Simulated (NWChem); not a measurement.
# SiCl3F; SMILES F[Si](Cl)(Cl)Cl

```xyz
5

F      0.0000     0.0000     1.8563
Si     0.0000     0.0000     0.2375
Cl     1.7807     0.7674    -0.4068
Cl    -1.5549     1.1584    -0.4068
Cl    -0.2258    -1.9258    -0.4068
```
Atoms are numbered in this order, from 1.

Level: PBE-D3(BJ)/def2-SVP (NWChem), optimised geometry, unscaled harmonic frequencies. 

```json
[
 {"frequency (cm⁻¹)": "153", "IR intensity (km/mol)": "0.2"},
 {"frequency (cm⁻¹)": "153", "IR intensity (km/mol)": "0.2"},
 {"frequency (cm⁻¹)": "223", "IR intensity (km/mol)": "5.5"},
 {"frequency (cm⁻¹)": "260", "IR intensity (km/mol)": "14.7"},
 {"frequency (cm⁻¹)": "260", "IR intensity (km/mol)": "14.7"},
 {"frequency (cm⁻¹)": "447", "IR intensity (km/mol)": "5.3"},
 {"frequency (cm⁻¹)": "635", "IR intensity (km/mol)": "214.3"},
 {"frequency (cm⁻¹)": "635", "IR intensity (km/mol)": "214.3"},
 {"frequency (cm⁻¹)": "914", "IR intensity (km/mol)": "126.8"}
]
```

zero-point energy: 5.3 kcal/mol
thermal correction to the enthalpy at 298.15 K (with zero-point energy): 9.7 kcal/mol
heat capacity Cv: 18.8 cal/(mol K)
entropy at 298.15 K and 1 atm (symmetry number 3): 79.8 cal/(mol K)
dipole moment: 0.54 D

Rigid rotor and harmonic oscillator.
